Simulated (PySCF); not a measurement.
**A survey of $^{29}$Si NMR shifts**

[PySCF: σ from GIAO-PBE0/pcSseg-1; geometry: GFN2-xTB; fast rotation and ring inversion assumed for equivalent nuclei; one computed conformer; no solvent model; no relativistic terms]

Shieldings were converted by a linear fit to measured shifts: $^{29}$Si: δ = 279.94 − 0.822σ (rms 8.9 ppm, 72 shifts, 25.8 ppm with the 6 outliers that the fit left out vs TMS, solution or neat liquid). Occasional misses reach two or three times the rms, and more in compound classes unlike the fitted ones.

**Question.** Give the $^{29}$Si shifts of `C=CC[Si@H](F)C/C=C/F`, `C1C[SiH2]C1`, `Cc1cn([SiH2]O)cn1`, `N[Si@@H]1CO[C@@H](C=O)[SiH2]N1`.

**Answer.** 
```tsv
compound	environment	δ (ppm)
C=CC[Si@H](F)C/C=C/F	silicon bonded to 2 C, F, H	4.4
C1C[SiH2]C1	silicon bonded to 2 C, 2 H, in a 4-membered ring	-32.4
Cc1cn([SiH2]O)cn1	silicon bonded to N, O, 2 H	-34.0
[NH2:1][Si@@H:2]1[CH2:3][O:4][C@@H:5]([CH:6]=[O:7])[SiH2:8][NH:9]1	Si2: silicon bonded to C, 2 N, H, in a 6-membered ring	-39.5
[NH2:1][Si@@H:2]1[CH2:3][O:4][C@@H:5]([CH:6]=[O:7])[SiH2:8][NH:9]1	Si8: silicon bonded to C, N, 2 H, in a 6-membered ring	-43.4
```
